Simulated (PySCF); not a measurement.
Run record: geometry optimisation, `[NH]([GeH2][C]#N)[SiH2]C(C)C`.

Computed with PBE0-D3(BJ)/def2-SVP geometry optimisation, gas phase (PySCF 2.14.0). Start geometry: GFN2-xTB. The command runs a driver script over a list of jobs; the input below is this job's line of settings and its coordinates in Å.

Command:
```bash
OMP_NUM_THREADS=1 python probes_run.py task.json out
```

Input:
```
{"job": {"xc": "PBE0", "basis": "def2-SVP", "d3": "d3bj", "grid": 1, "shake": 0.01, "kind": "geom"}, "charge": 0, "multiplicity": 1}
C     -1.934750    -1.186780    -0.847030
C     -1.505930     0.260560    -0.553870
C     -2.539510     0.956730     0.334690
Si     0.246750     0.306060     0.270350
N      1.337580    -0.419380    -0.852490
Ge     3.077800    -0.666750    -0.459180
C      3.974150     1.004200    -0.118880
N      4.491300     2.017930     0.069130
H     -2.928600    -1.154040    -1.325930
H     -1.246810    -1.675390    -1.485920
H     -2.054840    -1.732060     0.081080
H     -1.458960     0.814250    -1.493430
H     -2.256490     1.998700     0.527180
H     -3.521850     0.966190    -0.113710
H     -2.600870     0.434420     1.299270
H      0.255640    -0.527790     1.479990
H      0.588760     1.693840     0.624590
H      1.105940    -0.298820    -1.812890
H      3.184940    -1.474450     0.808660
H      3.734730    -1.302020    -1.630600
```

Output:
```
step   0  E = -2634.42128236  max force = 0.032256
step   1  E = -2634.42865731  max force = 0.005567
step   2  E = -2634.42933375  max force = 0.001374
step   3  E = -2634.42946310  max force = 0.001277
step   4  E = -2634.42962613  max force = 0.001336
step   5  E = -2634.42992929  max force = 0.002467
step   6  E = -2634.43021909  max force = 0.002659
step   7  E = -2634.43029936  max force = 0.001206
step   8  E = -2634.43035554  max force = 0.000504
step   9  E = -2634.43036390  max force = 0.000383
optimisation converged
```

Energies in Eh; «max force» is the largest Cartesian gradient component in Eh/bohr.

Question: How much energy does the optimisation release, in kcal/mol?

Answer: E(step 0) − E(last step) = 0.009082 Eh, which is 5.7 kcal/mol.

Question: Give the first gradient maximum in eV/Å.

Answer: With 1 Eh/bohr = 51.422 eV/Å, 1.659 eV/Å.

Main results: final energy -2634.43036 Eh after 9 steps; dipole 4.47 D.

Question: Give the final coordinates.

Answer: 0.506 Å rms from the input after alignment:
```
atom  x, y, z in Å
C1    -2.2750   -1.2551   -0.5857
C2    -2.0899    0.2476   -0.3914
C3    -3.1229    0.8429    0.5638
Si4   -0.3361    0.6607    0.1734
N5     0.8517    0.0242   -0.9444
Ge6    2.3535   -0.9135   -0.5356
C7     3.7821    0.3009   -0.0283
N8     4.6256    1.0393    0.2690
H9    -3.2763   -1.4873   -0.9856
H10   -1.5291   -1.6708   -1.2804
H11   -2.1728   -1.7948    0.3708
H12   -2.2016    0.7444   -1.3752
H13   -3.0143    1.9342    0.6662
H14   -4.1495    0.6443    0.2134
H15   -3.0353    0.4049    1.5723
H16   -0.0351    0.0119    1.4885
H17   -0.2149    2.1465    0.3280
H18    0.8335    0.3887   -1.8933
H19    2.0943   -1.8035    0.6804
H20    2.8615   -1.6658   -1.7699
```

Question: Estimate the wall time. Hardware: one thread, Arm Neoverse V1 (aarch64), on a shared host. And the peak memory of the process?

Answer: About 3.8 min, with 0.91 GiB resident at the peak, the Python interpreter and its libraries included.
Labels such as C1 count atoms from 1, the log's own numbers from 0.
